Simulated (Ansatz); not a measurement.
Mulliken charges of H$_{4}$NOPSi (`O[SiH]1NP1`) from ωB97M-V/def2-TZVPP in Ansatz (PBE0-D4/def2-TZVP geometry).

```json
{"atom": "O1", "x (Å)": "-0.398", "y (Å)": "1.835", "z (Å)": "-0.764", "charge (e)": "-0.370"}
{"atom": "Si2", "x (Å)": "0.098", "y (Å)": "0.582", "z (Å)": "0.156", "charge (e)": "0.488"}
{"atom": "N3", "x (Å)": "0.437", "y (Å)": "-0.907", "z (Å)": "-0.558", "charge (e)": "-0.362"}
{"atom": "P4", "x (Å)": "-0.959", "y (Å)": "-1.307", "z (Å)": "0.484", "charge (e)": "-0.048"}
{"atom": "H5", "x (Å)": "-0.980", "y (Å)": "1.635", "z (Å)": "-1.499", "charge (e)": "0.188"}
{"atom": "H6", "x (Å)": "1.003", "y (Å)": "1.169", "z (Å)": "1.160", "charge (e)": "-0.028"}
{"atom": "H7", "x (Å)": "1.203", "y (Å)": "-1.519", "z (Å)": "-0.782", "charge (e)": "0.113"}
{"atom": "H8", "x (Å)": "-0.311", "y (Å)": "-1.544", "z (Å)": "1.748", "charge (e)": "0.019"}
```

By hand: the dipole of these point charges (1 e Å = 4.8032 D).

Σ q r = (0.001, 0.070, 0.168) e Å, of length 0.182 e Å = 0.87 D.

How does the dipole of the full density compare? (Best estimate.)

The calculation gave: (0.148, -0.022, -0.112) e Å, 0.90 D; the point charges give 0.97 times that, at 126° from its direction, so they point the opposite way.

Point charges leave out the atoms' own dipoles, such as those of lone pairs, and Mulliken's split depends on the basis, so the two needn't agree.
